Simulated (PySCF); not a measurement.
C2Cl3, SMILES Cl[C]=C(Cl)Cl, multiplicity 2. Geometry: PBE0-D3(BJ)/def2-SVP. The isomer is the one that the SMILES or the coordinates give; other isomers of the formula were not compared.

**Question.** Give the equilibrium geometry at PBE0-D3(BJ)/def2-SVP (PySCF confirms it by a frequency run) as Cartesian coordinates in Å, and its point group. (An estimate is asked for; the answer gives what the named calculation found.)

**Answer.** point group Cs.
```xyz
5

Cl     0.3498     2.3309     0.0000
C      0.7647     0.7293     0.0000
C      0.1133    -0.4206     0.0000
Cl    -1.6134    -0.5187     0.0000
Cl     0.9537    -1.9211     0.0000
```
Charge 0, spin multiplicity 2.
